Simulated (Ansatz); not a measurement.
Species: ZnCl2, net charge 0, singlet state. 
Coordinates optimised at B3LYP-D3(BJ)/def2-TZVP (Ansatz, a first-principles code):
SMILES: [Cl][Zn][Cl]
```xyz
3

Zn     0.0000     0.0000     0.0000
Cl     0.0000     0.0000     2.0983
Cl     0.0000     0.0000    -2.0983
```

Total electronic energies in hartree. Valence correlation only, unless marked. No spin-orbit coupling. Frozen are the shells of the preceding noble gas and the d and f shells that filled before the atom's block. No relativistic terms. CBS(X,Y): correlation extrapolated as X^-3; Hartree-Fock from the larger set. [CCSD(T)-MP2]/basis is that difference in the basis named.

```csv
level,program,energy (Eh)
HF/def2-TZVPPD,Ansatz,-2696.95442
SVWN5/def2-TZVPD,Ansatz,-2694.09576
B3LYP-D4/def2-TZVPD,Ansatz + dftd4,(withheld)
PBE0-D4/def2-TZVP,Ansatz + dftd4,-2699.38670
wB97X-V/def2-TZVPD,Ansatz,-2699.63153
MP2/def2-TZVPP,Ansatz,-2697.82047
"RI-MP2/CBS(def2-TZVPPD,def2-QZVPPD)",Ansatz,-2698.0205
CCSD/def2-SVPD,Ansatz,-2697.00271
"RI-MP2/CBS(def2-TZVPPD,def2-QZVPPD)+[CCSD(T)-MP2]/def2-TZVPPD",Ansatz,-2698.0361
```

**Question.** Fill in the missing entries.

**Answer.** 
- B3LYP-D4/def2-TZVPD, energy (Eh): -2700.01989
